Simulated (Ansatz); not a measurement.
hydrogen cyanide (CHN), singlet, at a GFN2-xTB geometry. Base run: CCSD(T)/cc-pVDZ (Ansatz, an electronic-structure program).

Here is a job for Ansatz.
Ansatz 0.2 input:
```yaml
crystal:
  periodic: [false, false, false]
  atoms:
    - {symbol: C, position_ang: [-0.00000000, -0.00000000, -0.49321914]}
    - {symbol: N, position_ang: [0.00000000, 0.00000000, 0.64442884]}
    - {symbol: H, position_ang: [-0.00000000, -0.00000000, -1.55168705]}
basis:
  gaussian:
    orbitals: cc-pVDZ
magnetization: {spin_polarized: false}
correlation: {method: ccsd_t}
```

Each row names what was changed in the base input (with any setting that the change needs).

```tsv
change	ΔE vs base (mEh)	MP2 correlation (Eh)	CC correlation without the perturbative part (Eh)	basis functions
base	0.000	-0.28064	-0.29039	33
reference functional = pbe0	0.880	-	-0.29582	33
lower_state_search = off	0.000	-0.28064	-0.29039	33
fitting = cc-pVTZ-JKFIT (mean field), cc-pVTZ-RIFIT (correlation)	0.059	-0.28063	-0.29038	33
method = bccd_t	0.028	-0.28064	-0.28961	33
electrons = outside_noble_gas	0.000	-0.28064	-0.29039	33
accuracy = high	-0.001	-0.28064	-0.29039	33
method = bccd	___	-0.28064	-0.28961	33
method = rpa	___	-	-	33
electrons = all	___	___	___	33
```

Question: Some entries are withheld; supply them.

Answer: 
- method = bccd, ΔE vs base (mEh): 12.216
- method = rpa, ΔE vs base (mEh): 3.408
- electrons = all, ΔE vs base (mEh): -4.237
- electrons = all, MP2 correlation (Eh): -0.28522
- electrons = all, CC correlation without the perturbative part (Eh): -0.29454
